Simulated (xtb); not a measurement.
Harmonic IR lines of one isomer of C8H7ClSSi, unscaled. All values below come from GFN2-xTB run with xtb.

wavenumber (cm⁻¹): 534 (w), 565 (w), 759 (m), 764 (w), 778 (m), 784 (vs), 828 (w), 971 (m), 1438 (w), 1514 (w), 1576 (w), 2269 (vs), 2277 (s), 3121 (vw)

**Question.** Which structure gives these lines?
A. `[SiH3]c1c(Cl)ccc2sccc12`
B. `[SiH3]c1cc2ccc(Cl)cc2s1`
C. `[SiH3]c1cc2cc(Cl)ccc2s1`
D. `[SiH3]c1ccc(Cl)c2ccsc12`

**Answer.** B, `[SiH3]c1cc2ccc(Cl)cc2s1`
